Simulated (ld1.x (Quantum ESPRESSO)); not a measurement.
## What one change does to a pseudopotential (P, TM)

* Element: P (Z = 15)
* Generator: ld1.x (Quantum ESPRESSO) 7.5
* Type: norm-conserving Troullier–Martins (Kleinman–Bylander form)
* Functional: LDA (PZ)
* Relativity: scalar-relativistic
* Frozen core: [Ne]
* Valence charge: 5
* Reference configuration: 3s2 3p2.75 (charge +0.25)
* Partial waves: 3s (bound): rc 1.40 bohr; 3p (bound): rc 1.35 bohr
* Local potential: the p channel
* Core correction: Bessel-smoothed model core inside 0.75 bohr

Change: wave 3p (bound): rc 1.35 bohr becomes 3p (bound): rc 1.56 bohr.

Cutoffs: the cutoffs (Ry, on a coarse ladder) from which the occupation-weighted sum of valence levels, in a spherical-Bessel basis at the reference potential, stays within 10 and 1 mRy of its value at 400 Ry; they do not see the model core or the augmentation charge, which bear on the density cutoff. Errors are all-electron minus pseudo energies relative to the spin-unpolarised reference configuration.

Q: How do hardness, ghosts and transferability respond?

A: The potential gets softer (50 Ry and 90 Ry → 25 Ry and 50 Ry); of the 9 tests that both files solve, the error grows in 4 and shrinks in 1 by more than 15 % and 0.3 meV (median size 5.8 → 12.3 meV); neither file shows a bound ghost. A larger radius leaves more room for a smooth pseudo-wave, so fewer plane waves are needed.

```tsv
quantity	base	changed
cutoff, loose	50 Ry	25 Ry
cutoff, tight	90 Ry	50 Ry
loose cutoff by channel (10 mRy a level)	s 18 Ry, p 30 Ry	s 18 Ry, p 8 Ry
bound ghosts	none	none
error for 3s2 3p3, meV [ΔE -1.65 eV]	+0.3	+0.2
error for 3s2 3p2, meV [ΔE 8.17 eV]	+1.9	+1.6
error for 3s2 3p1, meV [ΔE 27.42 eV]	+17	+17
error for 3s2 3p2.5, meV [ΔE 2.17 eV]	+0.1	+0.1
error for 3s1 3p3, meV [ΔE 17.24 eV]	+5.8	+2.6
error for 3s1 3p0, meV [ΔE 109.50 eV]	+117	+140
error for 3s2 3p0, meV [ΔE 57.31 eV]	+51	+61
error for 3s2 3p2.75 (spin-polarised), meV [ΔE -1.35 eV]	+4.8	+12
error for 3s2 3p3 (spin-polarised), meV [ΔE -3.16 eV]	+5.9	+14
```
